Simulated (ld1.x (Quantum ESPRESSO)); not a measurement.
# An all-electron radial function and its pseudo partner (Bi)

Columns: radius, all-electron u(r) and pseudo u(r) of the 6p shell (level -8.11 eV) of bismuth in the configuration [Xe] 4f14 5d10 6s2 6p2.5; LDA (PZ), scalar-relativistic, RRKJ scheme, ld1.x (Quantum ESPRESSO) 7.5.

```tsv
r (bohr)	all-electron	pseudo
0.105	-0.1171	0.0007
0.210	0.0408	0.0029
0.315	0.1933	0.0075
0.420	0.0795	0.0153
0.525	-0.1123	0.0277
0.630	-0.2517	0.0457
0.735	-0.3039	0.0702
0.840	-0.2800	0.1016
0.945	-0.2044	0.1398
1.050	-0.1004	0.1841
1.155	0.0146	0.2335
1.260	0.1287	0.2864
1.365	0.2350	0.3411
1.470	0.3298	0.3957
1.575	0.4115	0.4485
1.680	0.4798	0.4978
1.785	0.5352	0.5423
1.890	0.5787	0.5806
1.995	0.6117	0.6118
2.100	0.6351	0.6351
2.205	0.6504	0.6504
2.310	0.6585	0.6585
2.415	0.6606	0.6606
2.520	0.6576	0.6576
2.625	0.6503	0.6503
2.730	0.6396	0.6396
```

Task: How many radial nodes do the two functions have?

Result: The all-electron 6p function has n − l − 1 = 4 (the table is too coarse to show those close to the nucleus); the pseudo-wave has 0, since the states of the same l below it are removed with the core.

Task: At about which radius was the pseudo-wave matched?

Result: 2.10 bohr, where the columns begin to agree (steps of 0.10 bohr).

Task: Where does each function peak?

Result: Outermost all-electron maximum near 2.42 bohr, pseudo maximum near 2.42 bohr (to the table’s step).

Task: Is the pseudo-wave norm-conserving?

Result: Yes: the RRKJ scheme keeps the norm inside the radius equal to the all-electron one, which fixes the energy derivative of the logarithmic derivative at the level.
